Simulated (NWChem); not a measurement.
System: BGeH$_{3}$F$_{2}$; SMILES F[B](F)[GeH3]

Input file for NWChem:

```
start job
memory heap 200 mb stack 900 mb global 1100 mb
geometry units angstroms noautosym nocenter noautoz
  B     -0.000365     1.039865    -0.005219
  F     -1.121298     1.733041     0.004386
  F      1.120965     1.732385     0.004568
  Ge    -0.001181    -1.036200    -0.003988
  H     -0.004566    -1.542661     1.451213
  H     -1.254895    -1.585462    -0.704935
  H      1.254957    -1.586697    -0.699588
end
basis spherical
  B library cc-pvtz
  F library cc-pvtz
  Ge library cc-pvtz
  H library cc-pvtz
end
dft
  xc xcamb88 1.00 lyp 0.81 vwn_5 0.19 hfexch 1.00
  cam 0.33 cam_alpha 0.19 cam_beta 0.46
  iterations 150
  semidirect filesize 400000000
end
property
  efieldgrad
end
task dft property
```

The geometry was optimised at PBE0/def2-SVP.

Vzz is the largest principal value of the second derivative of the potential at the nucleus (NWChem prints the opposite sign); η is the asymmetry. Non-relativistic.

Atoms are numbered as in the input.

Q: Predict the main results of this run. (CAM-B3LYP/cc-pVTZ.) Quantities: Vzz B1 (a.u.); η B1; Vzz Ge4 (a.u.); η Ge4.

A: 
* **Vzz B1 (a.u.)**: 0.373
* **η B1**: 0.42
* **Vzz Ge4 (a.u.)**: -0.132
* **η Ge4**: 0.45
